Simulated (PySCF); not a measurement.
# One molecule, several mistakes: BFH5Si2

Calculated results; nothing here was measured. They come from PySCF 2.14.0, an open-source quantum chemistry program, on an isolated molecule that a program drew, which may never have been made. The molecule is BFH5Si2 (charge 0, doublet), drawn as the SMILES string `B[SiH2][SiH]F`.

Each row is a Hartree-Fock (HF) and frozen-core CCSD(T) single point in the cc-pV(D+d)Z basis, meant for a local HF minimum. Run 1 is clean. Each other run has one planted mistake out of seven kinds, and not every kind appears here: one electron removed, one electron added, multiplicity raised by two, geometry at a saddle point, minimal basis STO-3G, one bond length entered in bohr, all coordinates scaled. The reference is restricted for singlets and unrestricted otherwise, and also for a bond in bohr. Adding or removing an electron swaps singlet and doublet. Electrons count all cores. HOMO and LUMO are orbital energies over both spins, the gradient is its largest component, and the lowest frequency (negative if imaginary) is given only where the gradient is small. Bond lengths are over the 8 bonds as drawn. T1 is the CCSD diagnostic: over 0.02 (restricted) or 0.045 (unrestricted) a single reference is doubtful.

Geometry of the clean run:
```xyz
9
BFH5Si2, angstrom
B    -1.6445    1.7557   -0.5618
Si   -2.0593   -0.1886   -0.1427
Si   -0.5205   -0.9023    1.5165
F     1.0027   -0.5861    1.0305
H    -2.1176    2.6362    0.1002
H    -0.8727    2.0474   -1.4306
H    -1.9184   -1.0882   -1.3131
H    -3.4049   -0.3876    0.4535
H    -0.6915   -0.2082    2.8167
```

| run | electrons | basis functions | <S^2> | HOMO (eV) | LUMO (eV) | gradient (hartree/bohr) | lowest frequency (cm^-1) | mean bond (Å) | longest bond (Å) | T1 | HF (hartree) | CCSD(T) (hartree) | mistake |
|---|---|---|---|---|---|---|---|---|---|---|---|---|---|
| 1 | 47 | 99 | 0.766 | -8.85 | 0.49 | 1.8e-05 | 43 | 1.6104 | 2.373 | 0.0183 | -704.89253 | -705.40627 | no fault |
| 2 | 48 | 99 | 0.000 | -1.17 | 5.86 | 4.9e-02 | - | 1.6104 | 2.373 | 0.0359 | -704.89535 | -705.45289 | one electron added |
| 3 | 47 | 99 | 0.766 | -8.88 | 0.45 | 1.3e-02 | - | 1.6330 | 2.406 | 0.0182 | -704.89109 | -705.40580 | all coordinates scaled |
| 4 | 47 | 99 | 1.705 | -8.27 | 0.23 | 5.8e-03 | - | 1.7917 | 3.080 | 0.0454 | -704.74567 | -705.22462 | one bond length entered in bohr |
| 5 | 46 | 99 | 0.000 | -16.54 | -6.90 | 5.7e-02 | - | 1.6104 | 2.373 | 0.0191 | -704.60179 | -705.11468 | one electron removed |
| 6 | 47 | 99 | 3.765 | -7.32 | -2.12 | 6.1e-02 | - | 1.6104 | 2.373 | 0.0202 | -704.76061 | -705.26457 | ? |

**Which mistake was planted in run 6, and what did it cost?**

Electrons, basis and geometry are unchanged, and <S^2> is 3.765, beside S(S+1) = 3.75 for a multiplicity of 4. So the mistake is: multiplicity raised by two. Subtracting run 1 and multiplying by 627.51 kcal/mol a hartree, the energy moved by 82.8 kcal/mol in HF and 88.9 kcal/mol in CCSD(T).

Cautions from the logs. Run 2: T1 is over the limit, so its CCSD(T) energy is less reliable; run 4: T1 is over the limit, so its CCSD(T) energy is less reliable.
